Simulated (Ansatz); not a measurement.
`BC=C` and `B/C=C/CC` differ in one atom or group.

Ansatz, PBE0-D4/def2-TZVP geometries, multiplicity 1. Each molecule was computed in one conformer, which needn't be the lowest.

```csv
property,`BC=C`
HOMO–LUMO gap (ωB97M-V/def2-TZVPP) / eV,10.68
HOMO energy (PBE0/def2-TZVPP) / eV,-8.51
HOMO energy (ωB97M-V/def2-TZVPP) / eV,-10.74
HOMO–LUMO gap (PBE0/def2-TZVPP) / eV,6.42
size of the dipole moment (PBE/def2-TZVPP) / D,1.42
HOMO energy (B3LYP/def2-TZVPP) / eV,-8.27
```

Problem. What does the change do to each property? (Best estimate.)

Solution. Ansatz gave: 
```tsv
property	`B/C=C/CC`	shift
HOMO–LUMO gap (ωB97M-V/def2-TZVPP) / eV	10.34	-0.34
HOMO energy (PBE0/def2-TZVPP) / eV	-7.96	0.55
HOMO energy (ωB97M-V/def2-TZVPP) / eV	-10.15	0.59
HOMO–LUMO gap (PBE0/def2-TZVPP) / eV	6.17	-0.25
size of the dipole moment (PBE/def2-TZVPP) / D	2.41	0.99
HOMO energy (B3LYP/def2-TZVPP) / eV	-7.73	0.54
```

With PBE0 the HOMO rises by 0.55 eV and the LUMO rises by 0.31 eV, so the gap narrows by about 0.24 eV. PBE moves the HOMO by 0.55 eV and ωB97M-V by 0.59 eV. Dipoles are sizes alone; their direction can turn.

B3LYP here is the variant with VWN-RPA as its local correlation; programs differ in this.
